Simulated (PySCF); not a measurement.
**Working out the ionisation energy of Zr⁺**

Zr⁺ [Kr] 4d2 5s1 (4F) → Zr²⁺ [Kr] 4d2 (3F). Calculation: PySCF 2.14, in cc-pVDZ-PP with ECP28MDF (4s4p3d1f, 38 functions); scalar relativity through the core potential. Frozen: 4s2 4p6. Energies in hartree (1 hartree = 27.21139 eV):

```tsv
part	Zr⁺ (lower)	Zr²⁺ (upper)
UHF	-46.109937	-45.659963
MP2 opposite-spin	0.000000	0.000000
MP2 same-spin	-0.008755	-0.002137
```

Q: What does Hartree-Fock give?

A: (-45.659963) − (-46.109937) = 0.449974 hartree = 12.244 eV.

Q: What do MP2 and SCS-MP2 (6/5 opposite-spin, 1/3 same-spin) give?

A: The opposite-spin parts differ by 0.000 eV and the same-spin parts by 0.180 eV. MP2: 12.244 + (0.000) + (0.180) = 12.424 eV. SCS-MP2: 12.244 + 1.2 × (0.000) + (0.180)/3 = 12.304 eV.

Reference: 13.13 eV (measured; NIST Atomic Spectra Database, ionization energies), between the lowest levels; spin-orbit coupling is absent from the calculation.

A double-zeta basis recovers only part of the correlation energy.

What remains against the reference includes basis incompleteness, the frozen core and correlation beyond second order.
